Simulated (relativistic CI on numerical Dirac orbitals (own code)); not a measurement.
Radial parameters of Eu XXXIV

Method of calculation: Dirac-Coulomb-Breit CI, separate exchange-only KLI orbitals for each configuration, a model potential for QED, unscaled Slater integrals (own radial code, finite nucleus).

Slater integrals F^k, G^k are unscaled and averaged over j, outside the closed core [Ar] 3d10; ζ comes from projecting the Hamiltonian with its Breit term on Σ l·s of the shell.

- 4s4p: G^1(4s,4p) = 263220, ζ(4p) = 225890 cm⁻¹; <r>(4s) = 0.4979, <r^2>(4s) = 0.2785, <r>(4p) = 0.5084, <r^2>(4p) = 0.2922 (bohr units).
- 4p²: F^2(4p,4p) = 201160, ζ(4p) = 225720 cm⁻¹; <r>(4p) = 0.5087, <r^2>(4p) = 0.2926 (bohr units).
- 4s4d: G^2(4s,4d) = 193740, ζ(4d) = 27981 cm⁻¹; <r>(4s) = 0.4981, <r^2>(4s) = 0.2788, <r>(4d) = 0.508, <r^2>(4d) = 0.2949 (bohr units).

Averages of the first 10 configurations, taken without configuration mixing, which lowers the lowest level and can move excited configurations by several eV; other configurations of the list can lie among them:

```
Configuration  Parity  States  Average energy above the lowest level (eV)
          4s²    even       1                                         2.0
         4s4p     odd      12                                        96.7
          4p²    even      15                                       200.3
         4s4d    even      20                                       234.1
          4d²    even      45                                       469.9
         4s4f     odd      28                                       364.4
         4p4d     odd      60                                       333.8
          4f²    even      91                                       729.1
         4p4f    even      84                                       464.4
         4d4f     odd     140                                       598.4
```
